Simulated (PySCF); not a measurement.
**Potential energy of BeAl along the bond**

Set-up: Be 6-31G(d,p), Al 6-31G(d,p); no relativity (PySCF 2.14). Energies in eV from Be + Al in their ground configurations at the same level. All curves are PBE0. state 1: ²Π (doublet), unpaired electrons π ↑; state 2: ²Σ⁺ (doublet), unpaired electrons σ ↑, a second solution, started from another occupation; state 3: quartet, unpaired electrons σ ↑, π ↑↑, a second solution, started from another occupation; state 4: ⁴Π (quartet), unpaired electrons σ ↑↑, π ↑, a second solution, started from another occupation.

| R (Å) | state 1 | state 2 | state 3 | state 4 |
| --- | --- | --- | --- | --- |
| 2.086 | -0.4367 | 0.2085 | 0.0316 | 0.3625 |
| 2.183 | -0.6282 | -0.1333 | 0.0459 | 0.2217 |
| 2.280 | -0.7332 | -0.3642 | 0.1305 | 0.1713 |
| 2.353 | -0.7701 | -0.4815 | 0.2262 | 0.1774 |
| 2.426 | -0.7802 | -0.5613 | 0.3409 | 0.2120 |
| 2.499 | -0.7702 | -0.6110 | 0.4685 | 0.2681 |
| 2.596 | -0.7346 | -0.6412 | 0.6498 | 0.3668 |
| 2.717 | -0.6682 | -0.6369 | 0.8823 | 0.5146 |
| 2.863 | -0.5744 | -0.5929 | 1.1534 | 0.7083 |
| 3.057 | -0.4498 | -0.5023 | 1.4811 | 0.9676 |

Problem. Put a parabola through the three lowest points of the state 1 curve and estimate Re, k and ωe (reduced mass 6.756 u; 1 eV/Å² = 0.16022 mdyn/Å; ωe = 1302.8·√(k/μ) cm⁻¹).

Solution. Through R = 2.353, 2.426, 2.499 Å the second-order coefficient is 1.89 eV/Å², so Re ≈ 2.426 Å, k ≈ 0.604 mdyn/Å and ωe ≈ 390 cm⁻¹. A polynomial fit of higher order to the unrounded PBE0 energies gives Re = 2.423 Å, k = 0.616 mdyn/Å, ωe = 393 cm⁻¹; anharmonicity and rounding make the difference.

The higher-order fit for each curve: state 1: Re = 2.423 Å, ωe = 393 cm⁻¹, De = 0.78 eV; state 2: Re = 2.641 Å, ωe = 332 cm⁻¹, minimum 0.64 eV below the ground-state fragments; state 4: Re = 2.302 Å, ωe = 507 cm⁻¹, minimum 0.170 eV above the ground-state fragments. State 3 gave no clean fit.

The state is the lowest determinant that a PBE0 search found; another state may lie lower at other levels.
